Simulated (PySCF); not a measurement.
## Converging BiH in the basis (CCSD)

PySCF, UHF reference; triplet, unpaired electrons π ↑↑; De to Bi + H without counterpoise correction. Frozen cores follow the default of each basis and core potential.

```json
{"basis": "cc-pVDZ-PP/cc-pVDZ", "relativity": "scalar-relativistic core potentials", "functions": "28", "Re (Å)": "1.802", "ωe (cm⁻¹)": "1773", "De (eV)": "2.07", "frozen orbitals": "4"}
{"basis": "def2-SVPD", "relativity": "scalar-relativistic core potentials", "functions": "40", "Re (Å)": "1.804", "ωe (cm⁻¹)": "1752", "De (eV)": "2.12", "frozen orbitals": "4"}
{"basis": "aug-cc-pVDZ-PP/aug-cc-pVDZ", "relativity": "scalar-relativistic core potentials", "functions": "41", "Re (Å)": "1.804", "ωe (cm⁻¹)": "1751", "De (eV)": "2.16", "frozen orbitals": "4"}
{"basis": "cc-pVTZ-PP/cc-pVTZ", "relativity": "scalar-relativistic core potentials", "functions": "53", "Re (Å)": "1.793", "ωe (cm⁻¹)": "1819", "De (eV)": "2.31", "frozen orbitals": "4"}
{"basis": "def2-TZVP", "relativity": "scalar-relativistic core potentials", "functions": "56", "Re (Å)": "1.792", "ωe (cm⁻¹)": "1814", "De (eV)": "2.18", "frozen orbitals": "4"}
{"basis": "def2-TZVPP", "relativity": "scalar-relativistic core potentials", "functions": "64", "Re (Å)": "1.788", "ωe (cm⁻¹)": "1812", "De (eV)": "2.29", "frozen orbitals": "4"}
```

How does each smaller set differ from the one with most functions, def2-TZVPP?

cc-pVDZ-PP/cc-pVDZ: +1.4 pm, -2.2 % in ωe, -0.22 eV in De; def2-SVPD: +1.6 pm, -3.3 % in ωe, -0.17 eV in De; aug-cc-pVDZ-PP/aug-cc-pVDZ: +1.6 pm, -3.4 % in ωe, -0.13 eV in De; cc-pVTZ-PP/cc-pVTZ: +0.5 pm, +0.4 % in ωe, +0.02 eV in De; def2-TZVP: +0.4 pm, +0.1 % in ωe, -0.11 eV in De. All at CCSD; the set with most functions is neither the basis-set limit nor always the best.

Correlated steps freeze 4 core orbitals. Correlated levels converge slowly with the basis: in double zeta they bind strong bonds too weakly, by up to about 1 eV, and carry superposition errors of some tenths. These are scalar-relativistic numbers at best; spin–orbit coupling would shift them, the dissociation energy most. The state is the lowest determinant that a PBE0 search found; another state may lie lower at other levels.
